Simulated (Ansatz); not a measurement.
CSTe, SMILES `S=C=[Te]` at its PBE0-D4/def2-TZVP geometry, where that method's forces vanish. Total charge 0; spin multiplicity 1. Te: def2 effective core potential.

```xyz
3

S     0.6925    1.0440   -1.0922
C     0.0498    0.0751   -0.0786
Te   -0.7423   -1.1191    1.1708
```

(1) What forces (eV/Å) does PBE-D4/def2-TZVPP give on these atoms in Ansatz? (Estimate.)

Results:

(1) Computed: 
```
S1   0.350  0.528 -0.553
C2  -0.158 -0.238  0.249
Te3 -0.192 -0.290  0.303
```
